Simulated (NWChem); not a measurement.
Molecule: CH₅GaO₂; SMILES [OH][GaH][O]C

```xyz
9

Ga    -0.5019     0.4251     0.0000
H     -1.8113     1.2537     0.0000
O      1.1654     1.0605     0.0000
H      1.2331     2.0200     0.0000
O     -0.5676    -1.3461     0.0000
C      0.5459    -2.1941     0.0000
H      0.5272    -2.8491     0.8898
H      0.5272    -2.8491    -0.8898
H      1.5093    -1.6530     0.0000
```
Atoms are numbered in this order, from 1.

Level: PBE0/def2-SVP (NWChem), optimised geometry, unscaled harmonic frequencies. 

Task: List the harmonic frequencies with IR intensities, and the thermochemistry.

Result: 
```json
[
 {"frequency (cm⁻¹)": "74", "IR intensity (km/mol)": "0.1"},
 {"frequency (cm⁻¹)": "127", "IR intensity (km/mol)": "7.4"},
 {"frequency (cm⁻¹)": "140", "IR intensity (km/mol)": "25.9"},
 {"frequency (cm⁻¹)": "279", "IR intensity (km/mol)": "11.6"},
 {"frequency (cm⁻¹)": "339", "IR intensity (km/mol)": "73.6"},
 {"frequency (cm⁻¹)": "476", "IR intensity (km/mol)": "82.5"},
 {"frequency (cm⁻¹)": "597", "IR intensity (km/mol)": "125.8"},
 {"frequency (cm⁻¹)": "635", "IR intensity (km/mol)": "48.6"},
 {"frequency (cm⁻¹)": "712", "IR intensity (km/mol)": "77.7"},
 {"frequency (cm⁻¹)": "788", "IR intensity (km/mol)": "83.3"},
 {"frequency (cm⁻¹)": "1164", "IR intensity (km/mol)": "177.8"},
 {"frequency (cm⁻¹)": "1181", "IR intensity (km/mol)": "0.0"},
 {"frequency (cm⁻¹)": "1212", "IR intensity (km/mol)": "57.9"},
 {"frequency (cm⁻¹)": "1474", "IR intensity (km/mol)": "1.4"},
 {"frequency (cm⁻¹)": "1474", "IR intensity (km/mol)": "18.0"},
 {"frequency (cm⁻¹)": "1478", "IR intensity (km/mol)": "5.8"},
 {"frequency (cm⁻¹)": "2052", "IR intensity (km/mol)": "101.4"},
 {"frequency (cm⁻¹)": "3008", "IR intensity (km/mol)": "92.2"},
 {"frequency (cm⁻¹)": "3092", "IR intensity (km/mol)": "41.6"},
 {"frequency (cm⁻¹)": "3098", "IR intensity (km/mol)": "30.9"},
 {"frequency (cm⁻¹)": "3925", "IR intensity (km/mol)": "73.5"}
]
```

| Property | Result |
|---|---|
| zero-point energy | 39.0 kcal/mol |
| thermal correction to the enthalpy at 298.15 K (with zero-point energy) | 43.8 kcal/mol |
| heat capacity Cv | 20.7 cal/(mol K) |
| entropy at 298.15 K and 1 atm (symmetry number 1) | 80.8 cal/(mol K) |
| dipole moment | 1.73 D |

Rigid rotor and harmonic oscillator; modes under 100 cm⁻¹ make the entropy uncertain.
